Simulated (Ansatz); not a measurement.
Basis sets compared for the cluster H₃Au₃. Charge 0, multiplicity 1. Geometry PBE-D4/def2-TZVP. Ansatz on 2 threads of Arm Neoverse V2 on a shared host; times are rough, and most runs start from earlier orbitals.

Cartesian coordinates in Å:
```
Au 0.5369 -1.2553 -0.7342
Au -1.3112 0.6753 -0.4766
Au 0.7747 0.5800 1.2111
H 1.7983 -2.1650 -0.5233
H 0.5221 1.8049 2.1592
H -2.3208 0.3601 -1.6362
```

In the def2 sets Au takes a core potential; there is no spin–orbit coupling. The structure comes from a short search, and lower isomers may exist.

Binding counts from free atoms (Au doublet, H doublet) in the same basis, without a counterpoise term.

```tsv
level	functions	energy (Eh)	HOMO (eV)	LUMO (eV)	binding per atom (eV)	wall time
PBE-D4/def2-SVP	111	-409.1493	-6.96	-3.73	1.96	2.4 s
PBE-D4/def2-TZVP (with forces)	138	-409.1791	-6.97	-3.84	2.01	3.7 s
r2SCAN-D4/def2-TZVP	138	-409.2325	-7.21	-3.73	2.07	7 s
PBE0-D4/def2-SVP	111	-408.9930	-7.96	-3.12	1.82	3 s
PBE0-D4/def2-TZVP	138	-409.0222	-7.96	-3.22	1.87	3.7 s
```

Problem. Estimate the rows for PBE-D4/def2-TZVPD, r2SCAN-D4/def2-TZVPD, PBE0-D4/def2-TZVPD.

Solution. 
```tsv
level	functions	energy (Eh)	HOMO (eV)	LUMO (eV)	binding per atom (eV)	wall time
PBE-D4/def2-TZVPD	156	-409.1827	-6.94	-3.87	2.02	3.7 s
r2SCAN-D4/def2-TZVPD	156	-409.2363	-7.16	-3.76	2.08	8.5 s
PBE0-D4/def2-TZVPD	156	-409.0262	-7.93	-3.24	1.89	4.8 s
```
